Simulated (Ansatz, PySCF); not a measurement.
Dissociation curve of SeBe, lowest singlet found (which spin is the ground state isn't settled by this scan). Each curve is given relative to its own lowest point between 1.54 and 2.24 Å, where full CI is lowest.

```
R / Å     A     B     C     D
-----  ----  ----  ----  ----
1.54   87.0  77.0  79.7  75.3
1.68   26.2  21.2  22.8  19.4
1.78    6.6   4.5   5.2   3.4
1.87    0.0   0.0   0.0   0.0
1.97    0.8   2.9   2.1   4.3
2.03    4.2   7.2   6.0   9.5
2.10    9.9  13.6  12.4  17.2
2.19   19.2  21.9  22.5  28.5
2.24   25.0  26.0  28.6  35.0
```

Energies in mEh.

**Question.** Which curve belongs to which method? The methods are CCSDT(Q) on RHF/cc-pVDZ, cores with 3d frozen (Ansatz, a quantum-chemistry and plane-wave program); RHF/cc-pVDZ (Ansatz); restricted PBE/cc-pVDZ (Ansatz); unrestricted B3LYP/6-31G*, spherical d in PySCF 2.14.0.

**Answer.** A is RCCSDT(Q); B is UKS-B3LYP/6-31G*; C is RKS-PBE; D is RHF.

The scan ran from 1.54 to 7.36 Å; beyond the distances shown full CI changes its symmetry label. The restricted form behind RHF, RKS-PBE keeps the bonding electrons paired and can't separate into open-shell fragments. The T1 diagnostic of CCSD on the restricted reference of RCCSDT(Q) exceeds 0.045 at 2.24 Å. The unrestricted determinant behind UKS-B3LYP/6-31G* is spin-contaminated at 2.03 to 2.24 Å (<S²> up to 0.8, against 0.00 for a pure singlet).
